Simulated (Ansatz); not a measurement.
`CCCBr` + `PS` → `CSP` + `CCBr` at 600 K and 1 bar (substitution at a C–C bond).

Program: Ansatz. Geometries: PBE0-D4/def2-TZVP. ΔE: electronic, gas phase. CCSD(T)/CBS is the MP2 limit (def2-TZVPP, def2-QZVPP) plus CCSD(T) − MP2 in def2-TZVPP, frozen cores. This one scheme is used for every species. For Br outer-core shells are correlated without core-valence functions, which leaves a few kJ/mol of doubt a bond. Scalar relativity is left out up to krypton. Each species was taken in one conformer, which may not be the lowest.

```json
{"species": "`CCCBr`", "CCSD(T)/CBS energy (Eh)": "-2691.69941", "H − E (kJ/mol)": "299.3", "S (J/(mol·K))": "394.5"}
{"species": "`PS`", "CCSD(T)/CBS energy (Eh)": "-740.51379", "H − E (kJ/mol)": "103.4", "S (J/(mol·K))": "311.3"}
{"species": "`CSP`", "CCSD(T)/CBS energy (Eh)": "-779.77158", "H − E (kJ/mol)": "194.1", "S (J/(mol·K))": "375.2"}
{"species": "`CCBr`", "CCSD(T)/CBS energy (Eh)": "-2652.43806", "H − E (kJ/mol)": "211.8", "S (J/(mol·K))": "342.1"}
```

H − E and S are ideal-gas, rigid-rotor, harmonic terms from PBE0-D4/def2-TZVP, for one conformer and one mirror image of each species. 1 Eh = 2625.50 kJ/mol, R = 8.31446 J/(mol·K).

Question: By hand: ΔE, ΔH, ΔS and ΔG.

Answer: ΔE = (-779.77158) + (-2652.43806) − (-2691.69941) − (-740.51379) = 0.00356 Eh = 9.3 kJ/mol. Δ(H − E) = 194.1 + 211.8 − 299.3 − 103.4 = 3.2, so ΔH = 12.5 kJ/mol. ΔS = 375.2 + 342.1 − 394.5 − 311.3 = 11.5 J/(mol·K). ΔG = 12.5 − 600 × (11.5)/1000 = 5.6 kJ/mol.

Question: By hand: the equilibrium constant, and the temperature at which ΔG would vanish if ΔH and ΔS stayed fixed.

Answer: log₁₀ K = −ΔG/(RT ln 10) = -0.5. ΔG = 0 at ΔH/ΔS = 1087 K, though so small a ΔS makes that figure unsure.

TΔS isn't small against ΔH here. The sign of ΔG lies within the doubt. A doubt of 5 kJ/mol in ΔE shifts log₁₀ K by 0.4 here. Other conformers and mirror images would add mixing entropy, several J/(mol·K) or more a flexible species. These are equilibria of isolated gas molecules and say nothing of rates. Largest T1 diagnostic: 0.012 (customary marks: 0.02 for closed shells, 0.045 for open ones).
